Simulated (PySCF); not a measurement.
PySCF input for C2H3F2, SMILES C[C](F)F (connectivity only; charge and spin as stated), charge +1, multiplicity 1, PBE/pcSseg-2. Geometry optimised at PBE-D3(BJ)/def2-SVP. The multiplicity is an assumed one; other spin states were not compared. The isomer is the one that the SMILES or the coordinates give; other isomers of the formula were not compared.

```python
import numpy as np
from pyscf import gto, scf, dft
from pyscf.prop.nmr import rks as nmr

mol = gto.M(
    atom='''
    C    -1.36059908   -0.05533781    0.28828034
    C     0.04941866    0.00067336   -0.02502197
    F     0.79061583   -1.02222289   -0.03714914
    F     0.65340678    1.08005195   -0.28111243
    H    -1.43552198    0.05239633    1.40526194
    H    -1.78806968   -1.04667194    0.03512708
    H    -1.90552939    0.80180089   -0.15558525
    ''',
    basis='pcSseg-2',
    charge=1,
    spin=0,
    max_memory=1600,
    verbose=3,
)
mf = dft.RKS(mol, xc='pbe').density_fit(auxbasis='def2-universal-jkfit')
mf.grids.level = 3
mf.conv_tol = 1e-10
mf.max_cycle = 100
mf.kernel()
n = nmr.NMR(mf)
n.verbose = 2
n.max_cycle_cphf = 60
sigma = n.kernel()
print('atom   isotropic/ppm   span/ppm')
for i, s in enumerate(sigma):
    w = np.linalg.eigvalsh((s + s.T) / 2)
    print(f'{mol.atom_symbol(i):2s}{i + 1:3d} {w.mean():14.3f} {w[2] - w[0]:11.3f}')
```

It prints:

```
converged SCF energy = -277.194994350203
atom   isotropic/ppm   span/ppm
C   1        151.811      54.170
C   2        -41.360     183.844
F   3         11.205     531.808
F   4         10.748     532.132
H   5         26.707       8.646
H   6         26.898       8.847
H   7         26.914       8.861
```

The run converged.

Cost: very roughly 40 core-seconds.
